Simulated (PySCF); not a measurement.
# Bond lengths and vibrations by method: CFH3Si

These are calculations, not measurements. They come from PySCF 2.14.0, an open-source quantum chemistry program, on an isolated molecule that a program drew, which may never have been made. The molecule is CFH3Si (charge 0, singlet), drawn as the SMILES string `C=[SiH]F`.

The geometry was optimised and harmonic frequencies were computed with HF and MP2, all in the cc-pV(D+d)Z basis, for the commonest isotopes, with a restricted reference for singlets and an unrestricted one otherwise, and a frozen core in MP2. Each result is a local minimum of its method.

Geometry at the HF minimum:
```xyz
6
CFH3Si, angstrom
C    -2.1175   -1.7524   -0.9005
Si   -0.5835   -1.0909   -0.7901
F     0.0053   -0.0079   -1.8153
H    -2.8338   -1.5012   -1.6723
H    -2.4348   -2.4802   -0.1619
H     0.4403   -1.3723    0.2129
```

Lengths of the bonds as drawn, in Å (atoms numbered as above):
```
bond,HF,MP2
C1-Si2,1.674,1.696
Si2-F3,1.603,1.626
C1-H4,1.083,1.093
C1-H5,1.084,1.096
Si2-H6,1.461,1.467
```

Rotational constants, in GHz:
| constant | HF | MP2 |
|---|---|---|
| A | 35.64 | 35.18 |
| B | 6.99 | 6.78 |
| C | 5.844 | 5.684 |

Harmonic frequencies in cm^-1, each column in rising order, so a row needn't be the same motion in every method:
| rank | HF | MP2 |
|---|---|---|
| 1 | 284 | 259 |
| 2 | 445 | 366 |
| 3 | 646 | 584 |
| 4 | 710 | 654 |
| 5 | 818 | 716 |
| 6 | 873 | 826 |
| 7 | 949 | 900 |
| 8 | 1128 | 1061 |
| 9 | 1484 | 1368 |
| 10 | 2434 | ? |
| 11 | 3304 | 3199 |
| 12 | 3403 | 3313 |

**Estimate the missing MP2 frequency from the HF column.**

A single factor s that minimises the squared misfit of MP2 against s times HF over the other rows is sum(HF x MP2) / sum(HF^2) = 0.9595, with an rms misfit of 40 cm^-1. For rank 10 it gives 0.9595 x 2434 = 2335 cm^-1. The calculation gives 2370 cm^-1, 35 cm^-1 above the estimate. The drawn bonds are on average 1.0 % longer in MP2 than in HF.
